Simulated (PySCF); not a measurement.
Spin-rotation constants: SMILES C=C1C=C1NC(=O)CC=O, C₇H₇NO₂

Geometry:
```
atom   x (Å)   y (Å)   z (Å)
  C1  -3.445   0.890   0.682
  C2  -2.550   0.125   0.103
  C3  -2.131  -1.006  -0.705
  C4  -1.181  -0.213  -0.213
  N5   0.129   0.108  -0.095
  C6   1.133  -0.659  -0.616
  O7   0.970  -1.684  -1.225
  C8   2.527  -0.056  -0.368
  C9   2.739   0.233   1.087
 O10   2.046   0.974   1.734
 H11  -4.497   0.678   0.601
 H12  -3.162   1.752   1.259
 H13  -2.386  -1.859  -1.283
 H14   0.378   0.885   0.512
 H15   2.564   0.885  -0.924
 H16   3.275  -0.742  -0.762
 H17   3.584  -0.302   1.552
```

Method used: GIAO B3LYP/pcSseg-1 magnetisability, rotational g tensor and spin-rotation constants, non-relativistic, gas phase (PySCF 2.14.0). Geometry: GFN2-xTB.

**Question.** Give the nuclear spin-rotation constants along the inertial axes (H = +C I·J) beside the isotropic shieldings.

**Answer.** Rotational constants 2.4640, 0.7949, 0.6179 GHz. A star marks the isotopologue with that one atom substituted, in its own axes.
| atom | isotope | Caa (kHz) | Cbb (kHz) | Ccc (kHz) | mean (kHz) | σ (ppm) |
| --- | --- | --- | --- | --- | --- | --- |
| N5 | 14N | 0.212 | 0.108 | 0.038 | 0.119 | 110.6 |
| H11 | 1H | 0.159 | -0.084 | -0.067 | 0.002 | 28.2 |
| H12 | 1H | -0.222 | 0.035 | -0.064 | -0.084 | 28.2 |
| H13 | 1H | -0.215 | 0.060 | -0.066 | -0.074 | 25.1 |
| H14 | 1H | -0.152 | 0.050 | -0.061 | -0.054 | 22.5 |
| H15 | 1H | -0.286 | -0.091 | 0.029 | -0.116 | 28.5 |
| H16 | 1H | -0.080 | -0.012 | -0.076 | -0.056 | 28.2 |
| H17 | 1H | 0.120 | -0.068 | -0.010 | 0.014 | 21.6 |
| C1 | 13C* | 0.641 | 0.197 | 0.077 | 0.305 | 123.1 |
| C2 | 13C* | 1.101 | 0.301 | 0.058 | 0.487 | 60.2 |
| C3 | 13C* | 0.924 | 0.293 | 0.073 | 0.430 | 72.7 |
| C4 | 13C* | 1.177 | 0.305 | 0.084 | 0.522 | 43.3 |
| C6 | 13C* | 1.271 | 0.261 | 0.159 | 0.564 | 19.0 |
| O7 | 17O* | -1.259 | -0.559 | -0.074 | -0.631 | -146.9 |
| C8 | 13C* | 0.491 | 0.162 | 0.132 | 0.262 | 126.2 |
| C9 | 13C* | 1.115 | 0.374 | 0.233 | 0.574 | -25.6 |
| O10 | 17O* | -1.479 | -0.754 | -0.188 | -0.807 | -360.5 |

For the geometry as given, no vibrational averaging.
